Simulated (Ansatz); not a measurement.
Species: C$_{8}$H$_{13}$BO, SMILES `B[C@@]1(C=O)C[C@@H]2CC[C@H]1C2` (charge 0, multiplicity 1), formula C₈H₁₃BO.

Task: How many basis functions does frozen-core CCSD(T)/cc-pVDZ // PBE0-D4/def2-SVP (Ansatz, a first-principles code) use, how many core orbitals are frozen, and how many electrons are correlated?

Result: 205 basis functions and 10 frozen orbitals, which leaves 54 correlated electrons. Core time is of the order of minutes.
